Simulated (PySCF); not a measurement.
Can point charges reproduce the dipole moment of `C=CCCCCC` (1-heptene)?

Coordinates (GFN2-xTB, Å) and charges (e) from the PBE0/pcSseg-1 density (PySCF):

```
atom       x       y       z  Mulliken      IAO  Hirshfeld  ESP-fitted
  C1   3.840   0.174  -0.522   -0.1514  -0.3293    -0.1121     -0.5187
  C2   2.863  -0.362   0.185   -0.2275  -0.1249    -0.0355     -0.1396
  C3   1.580   0.328   0.518   -0.1730  -0.2561    -0.0671     +0.0671
  C4   0.377  -0.409  -0.081   -0.2466  -0.2452    -0.0653     +0.0067
  C5  -0.940   0.280   0.264   -0.2463  -0.2477    -0.0660     -0.0125
  C6  -2.144  -0.447  -0.331   -0.2709  -0.2446    -0.0647     +0.2640
  C7  -3.456   0.248   0.013   -0.2544  -0.4162    -0.1178     -0.3443
  H8   3.773   1.178  -0.907   +0.1052  +0.1410    +0.0412     +0.2090
  H9   4.749  -0.360  -0.741   +0.1117  +0.1485    +0.0427     +0.1965
 H10   2.953  -1.375   0.558   +0.1016  +0.1384    +0.0430     +0.1357
 H11   1.464   0.364   1.606   +0.1268  +0.1377    +0.0401     +0.0133
 H12   1.603   1.354   0.145   +0.1129  +0.1310    +0.0399     +0.0219
 H13   0.492  -0.456  -1.167   +0.1216  +0.1304    +0.0335     +0.0061
 H14   0.360  -1.436   0.294   +0.1141  +0.1251    +0.0349     -0.0106
 H15  -0.919   1.306  -0.110   +0.1121  +0.1240    +0.0347     -0.0064
 H16  -1.049   0.328   1.350   +0.1110  +0.1234    +0.0341     -0.0073
 H17  -2.168  -1.473   0.044   +0.1131  +0.1271    +0.0351     -0.0497
 H18  -2.034  -0.496  -1.417   +0.1139  +0.1277    +0.0354     -0.0544
 H19  -3.461   1.266  -0.372   +0.1064  +0.1351    +0.0378     +0.0740
 H20  -3.596   0.290   1.091   +0.1062  +0.1350    +0.0377     +0.0727
 H21  -4.298  -0.286  -0.421   +0.1135  +0.1398    +0.0393     +0.0766
```

Problem. Form Σ q r in debye for every column and set it beside the full dipole.

Solution. The full density gives (-0.42, -0.07, 0.10) D, 0.43 D in size; dipole vectors point from the negative to the positive end.

```
    scheme     μx     μy     μz  size (D)  share of the full size (%)  angle to the full dipole (°)
  Mulliken  -0.71   0.51  -0.06      0.87                         201                            47
       IAO  -0.43  -0.12   0.12      0.46                         107                             7
 Hirshfeld  -0.33  -0.04   0.12      0.36                          82                             7
ESP-fitted  -0.41  -0.04   0.11      0.43                          99                             4
```

Problem. Which set comes closest?

Solution. Length of the difference vector: ESP-fitted 0.03 D, IAO 0.07 D, Hirshfeld 0.09 D, Mulliken 0.66 D. Closest: ESP-fitted. ESP charges are fitted to the potential around the molecule, whose slowest-falling term is the dipole's. The schemes that divide the density aren't constrained to reproduce the dipole.

Problem. What is left for the Hirshfeld atoms' own dipoles?

Solution. The Hirshfeld atoms' densities add up to the full density, so μ = Σ q r + Σ (atomic dipoles). The atomic dipoles sum to (-0.42, -0.07, 0.10) − (-0.33, -0.04, 0.12) = (-0.09, -0.03, -0.02) D, 0.09 D in size.

Problem. With the origin at the mean of the coordinates, (0.000, 0.001, 0.000) Å, which are the largest single terms, by size, of the Hirshfeld dipole along the direction of the full one?

Solution. C1 +2.07, C7 -1.86, H9 -0.96, H8 -0.79, H21 +0.77 D; all 21 atoms together +0.35 D. The single terms depend on the origin, their sum doesn't.

Problem. Give the size of the full dipole in other units.

Solution. 0.43 D = 0.171 au = 0.090 e·Å = 1.45 × 10⁻³⁰ C·m.

Isolated species at its GFN2-xTB geometry (one conformer only).

Conformer computed: `[CH2:1]=[CH:2][CH2:3][CH2:4][CH2:5][CH2:6][CH3:7]`: C1–C2–C3–C4 118°, C2–C3–C4–C5 179°, C3–C4–C5–C6 180°, C4–C5–C6–C7 180°.
